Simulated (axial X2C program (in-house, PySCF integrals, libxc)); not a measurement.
**AsCO⁺: properties at the nuclei**

Calculated with an in-house all-electron X2C program for linear molecules (integrals from PySCF): two-component X2C with atomic mean-field Coulomb and Gaunt terms, Gaussian nuclei, basis As dyall-v3z, C dyall-v3z, O dyall-av3z with contracted cores.

As–C–O held linear, with bonds 1.932 and 1.120 Å (near the PBE0 minimum at charge 1 of the determinant lowest at the starting distance; the state shown can have its own minimum elsewhere, held linear; other orders of the atoms were not compared).

Input and command:
```json
{"zs": [33, 6, 8], "q": 1, "bas": ["dyall-v3z", "dyall-v3z", "dyall-av3z"], "r0": [1.91, 1.13], "symm": 0, "scan": ["PBE0", "HF", "LDA"], "levels": ["PBE0", "HF", "r2SCAN"], "nst": 2}
```
```bash
python solin.py task.json out
```

Keys: zs atomic numbers; q charge; bas basis sets; r0 starting distance in Å; symm equal bonds; scan levels of the two-bond scan; levels methods; nst determinants followed.

Determinant lowest in the PBE0 search, Ω = 1 (⟨Sz⟩ = 1.00, ⟨Lz⟩ = 0.00 at PBE0), spin on the atoms As 0.88, C 0.04, O 0.08:

```
 level  Eeff magnitude (GV/cm)  Ws magnitude As (kHz)  A∥/gI As (MHz)  qzz As (a.u.)  A∥/gI C (MHz)  qzz C (a.u.)  A∥/gI O (MHz)  qzz O (a.u.)
  PBE0                   0.489                   0.18            -472           1.74          -22.8         -0.66          -14.3         -0.61
    HF                    1.28                  0.511            -328           2.61          -31.1         -0.87           1.23         -0.71
r2SCAN                   0.693                  0.261            -510           1.54          -20.7         -0.63            -12         -0.58
```

Determinant 0.72 eV from it at PBE0 and this distance, Ω = 0 (closed shell), highest spinor 78% As p, 7% C d, 7% O p:

```json
{"level": "PBE0", "qzz As (a.u.)": "1.58", "qzz C (a.u.)": "-0.64", "qzz O (a.u.)": "-0.58"}
{"level": "HF", "qzz As (a.u.)": "2.37", "qzz C (a.u.)": "-0.86", "qzz O (a.u.)": "-0.67"}
{"level": "r2SCAN", "qzz As (a.u.)": "1.39", "qzz C (a.u.)": "-0.60", "qzz O (a.u.)": "-0.55"}
```

Eeff is the effective electric field on the electron electric dipole moment in this Ω state and Ws the scalar–pseudoscalar constant of the nucleus named (defined with the proton number Z and per Ω); A∥ (defined per Ω) follows by multiplying with gI = μI/(I μN); qzz is the electric field gradient, eQq0 = 234.96 MHz × Q/barn × qzz. The operators were transformed with the bare-nucleus X2C matrices; with these basis sets, hyperfine constants and field gradients can be off by tens of per cent, and where levels differ in sign neither size nor sign is settled.

(1) With gI(75As) = 0.9597, Q(75As) = 0.311 barn, gI(13C) = 1.4048, Q(17O) = -0.02558 barn (g factors from the IAEA table of nuclear moments by Stone; Q from Pyykkö, Mol. Phys. 2018), turn the PBE0 values of the first state into constants in MHz.

The molecule was held linear; bending was not examined, so a bent shape may lie lower.

Each state is one determinant with collinear spin, which with several unpaired electrons need not be a pure state. Unrestricted Hartree–Fock can overshoot spin polarisation at the nuclei. A closed determinant beside an open π² or δ² triplet, such as (π1/2)², mixes with its partner pair into the 0⁺ component of the triplet and ¹Σ⁺, so its energy is not that of a level, and 0⁺ can lie lowest. With several open shells hyperfine constants can be off by a factor of several. Where Eeff spreads by more than a factor of two the levels disagree and none is to be relied on. Open-shell Ω = 0 determinants with evenly filled partner blocks cannot be reached by this program, so the Ω shown need not be the lowest component. The search compared states at one distance, so a state with another bond length can lie lower. PBE0 term energies can be off by some tenths of an eV.

## Answers

(1) A∥(75As) = -472 × 0.9597 = -453 MHz; eQq0(75As) = 234.96 × (0.311) × (1.74) = 127 MHz; A∥(13C) = -22.8 × 1.4048 = -32 MHz; eQq0(17O) = 234.96 × (-0.02558) × (-0.61) = 3.67 MHz.
